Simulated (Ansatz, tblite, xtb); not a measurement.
## C3H7NSi (SMILES C[SiH](C)C#N): methods side by side

C3H7NSi: 12 atoms, total charge 0, spin state singlet. As SMILES, `C[SiH](C)C#N`. The coordinates come from a PBE0-D4/def2-TZVP relaxation.

Quantity: the dipole moment, in D. The values are calculated.

```tsv
level	kind	program	value (D)	CPU time
IPEA1-xTB	semi-empirical	tblite	4.82	under 2 s
GFN2-xTB	semi-empirical	xtb	4.03	under 2 s
GFN1-xTB	semi-empirical	tblite	4.09	under 2 s
GFN0-xTB	semi-empirical	xtb	5.53	under 2 s
HF/STO-3G	Hartree–Fock	Ansatz	3.71	3.7 s
HF/3-21G	Hartree–Fock	Ansatz	4.02	5.6 s
HF/def2-SVP	Hartree–Fock	Ansatz	4.21	20 s
BLYP/def2-TZVP	GGA	Ansatz	4.17	80 s
B3LYP/6-31G	global hybrid	Ansatz	4.17	22 s
B3LYP/6-31G* (spherical functions)	global hybrid	Ansatz	4.10	29 s
```

The values span 3.71 to 5.53 D. Sets without polarisation functions give poor dipoles. Without the sets that lack polarisation functions the rows with a basis span only 4.10 to 4.21 D. CPU times are rough (shared hosts, several kinds of processor): they show what a rung costs within a factor of a few.
